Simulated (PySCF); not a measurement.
SnOCl, doublet: structure and spectrum

These are results of UPBE0 in PySCF with Sn def2-TZVP with ECP28, O def2-TZVP, Cl def2-TZVP; scalar-relativistic core potentials, no spin–orbit coupling; density-fitted integrals, not measurements.

The structure is a minimum.

Z-matrix (Å, degrees; charge 0 multiplicity 2):
```
Sn
O  1 1.9823
Cl 1 2.3607 2 94.89
```

* Point group: Cs
* Bond lengths: Sn–Cl 2.361 Å, Sn–O 1.982 Å
* Bond angles: Cl–Sn–O 94.9°
* Rotational constants: 0.3198, 0.1042, 0.07856 cm⁻¹
* Rotational symmetry number: 1
* Spin squared ⟨S²⟩: 0.758
* Entropy at 298.15 K and 1 bar (electronic part: spin only): 307.7 J/(mol K)
* Principal polarisabilities: 39.6, 52.6, 68.4 bohr³
* Zero-point energy: 6.1 kJ/mol
* Principal quadrupole moments (Buckingham, traceless) about the centre of mass: -6.80, 0.38, 6.42 D Å
* Atomisation energy without zero-point energy: 720 kJ/mol
* Highest occupied level (β): -8.00 eV
* Enthalpy at 298.15 K above 0 K: 13.21 kJ/mol
* Lowest empty level (β): -4.19 eV
* Dipole moment: 3.21 D
* Heat capacity Cp at 298.15 K: 52.7 J/(mol K)

Harmonic modes (masses in u: Sn 119.902, O 15.995, Cl 34.969):
```
symmetry  ω (cm⁻¹)  IR (km/mol)  μ (u)     type
      a'       114         11.4  20.64     bend
      a'       351         64.2  41.59  stretch
      a'       556         21.7  17.72  stretch
```

Charges (e):
```tsv
atom	Mulliken	Löwdin	polar tensor	spin (Mulliken)	Mayer order to Sn1
Sn1	0.78	0.26	0.94	-0.03	–
O2	-0.40	-0.24	-0.39	0.98	1.05
Cl3	-0.38	-0.02	-0.55	0.05	0.98
```

Mulliken populations on Sn1 (electrons outside its core potential): s 3.85, p 7.15, d 10.16, f 0.06.

Outer orbital energies (eV). α occupied: -22.38, -13.49, -11.63, -10.24, -9.81, -9.15, -9.14, -8.13; empty: -2.78, -0.80, -0.12, 2.67. β occupied: -24.41, -22.26, -13.26, -9.93, -9.45, -9.26, -8.74, -8.00; empty: -4.19, -2.72, -0.48, 0.03.

Other isomers or separated fragments may lie lower. Spin–orbit coupling, left out here, can matter for elements this heavy.

The final relaxation and frequency run took 75 s on 4 threads of a shared Intel Xeon @ 2.70GHz host, with 118 basis functions and 16 gradients; the process peaked at 1.1 GiB. Launch command: `OMP_NUM_THREADS=4 python axn.py task.json out`.
